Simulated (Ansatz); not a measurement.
`FBB(F)F` + `C[Si](C)(C)O` → `C[Si](C)(C)OBF` + `FBF`  (cleavage of the B–B bond)

Calculated with Ansatz (gas phase, PBE0-D4/def2-TZVP geometries, no zero-point term in ΔE). CBS: MP2 limit from def2 TZ/QZ plus the TZ coupled-cluster correction, frozen cores. This one scheme is used for every species. DFT in def2-TZVPP. One conformer a species, not always the lowest.

CCSD(T)/CBS gives -196.7 kJ/mol.

Task: Another level gave -199.3 kJ/mol. Which?
A. revPBE/def2-TZVPP
B. ωB97X-V/def2-TZVPP
C. BLYP/def2-TZVPP
D. B97M-V/def2-TZVPP

Result: D. B97M-V -199.3, BLYP -187.8, ωB97X-V -193.3, revPBE -176.9 kJ/mol.

Largest T1 diagnostic among the species: 0.014.

From BLYP to BHLYP (50 % exact exchange), in def2-TZVPP and without D4, ΔE moves by −13.7 kJ/mol. Leaving LDA and LC-ωPBE aside and taking each functional with its dispersion term where it has one, the values, not all of them listed here, spread over 22.5 kJ/mol, from BHLYP-D4 to revPBE-D4. LDA lies −12.6 kJ/mol from PBE without D4. In def2-TZVPP, CCSD(T) changes the Hartree–Fock value by +9.3 kJ/mol (the triples alone add +0.1 kJ/mol) and MP2 by +3.5 kJ/mol.
